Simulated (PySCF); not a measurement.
Species: C3H7ClOSi.
Z-matrix (Å and degrees, PBE0-D3(BJ)/def2-SVP geometry), rows numbered from 1:
```
C 
O   1  1.4048
C   2  1.3436  1  117.39
C   3  1.3399  2  121.05  1  -176.41
Si  4  1.8540  3  120.91  2     1.16
Cl  5  2.0790  4  107.79  3  -178.35
H   1  1.0970  2  107.10  3  -176.70
H   1  1.1037  2  111.49  3   -57.83
H   1  1.1037  2  111.50  3    64.41
H   3  1.0997  2  115.60  1     3.99
H   4  1.0926  3  117.87  2  -179.49
H   5  1.4914  4  112.38  3    63.47
H   5  1.4906  4  112.75  3   -60.07
```

Jobs on this species (13 atoms, 64 electrons) with PySCF (density fitting). Hardware of each: one thread, Arm Neoverse V2 (aarch64) (shared host). Times come from a shared host and carry two figures at best. Peak memory is the resident size of the whole Python process, interpreter and libraries included.

```tsv
level and settings	work	basis functions	SCF cycles	wall time	peak memory
PBE0/pcSseg-0	shieldings, charges and field gradients	76	?	?	?
PBE0/IGLO-III	shieldings, charges and field gradients	298	14	40 s	1.2 GiB
PBE0/cc-pVDZ	shieldings, charges and field gradients	127	14	12 s	0.70 GiB
PBE0/6-31G*	shieldings, charges and field gradients	106	14	9.5 s	0.61 GiB
PBE0/aug-cc-pVDZ	shieldings, charges and field gradients	209	14	26 s	0.96 GiB
PBE0/def2-TZVP	shieldings, charges and field gradients	240	14	31 s	1.0 GiB
PBE0-D3(BJ)/def2-SVP, grid level 1	geometry optimisation from a GFN2-xTB start shaken at random	127	69	59 s	0.52 GiB
PBE0/def2-SVP	shieldings, charges and field gradients	127	14	11 s	0.69 GiB
PBE0/6-311+G(2d,p)	shieldings, charges and field gradients	220	14	26 s	1.0 GiB
```

Q: Fill in the missing figures.

A: 
- PBE0/pcSseg-0; shieldings, charges and field gradients: 5.9 s, 0.47 GiB, 13 SCF cycles

Q: What do all jobs in the table cost together?

A: About 3.7 min; the longest takes about 27 % of that, and about 10 times as long as the shortest.
